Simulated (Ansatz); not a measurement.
Ansatz (an electronic-structure program) input:

Ansatz 0.2 input:
```yaml
crystal:
  periodic: [false, false, false]
  atoms:
    - {symbol: Al, position_ang: [0.00000000, 0.00000000, 0.00000000]}
    - {symbol: F, position_ang: [0.00000000, 0.00000000, 1.59180744]}
    - {symbol: F, position_ang: [-0.00000000, -0.00000000, -1.59180744]}
basis:
  gaussian:
    orbitals: def2-TZVPD
hamiltonian:
  xc: {name: r2SCAN0}
total_charge: 1
output: {forces: true}
```

Which total energy does the run end on?

-441.86385 Eh (r2SCAN0/def2-TZVPD). The basis has 123 functions.
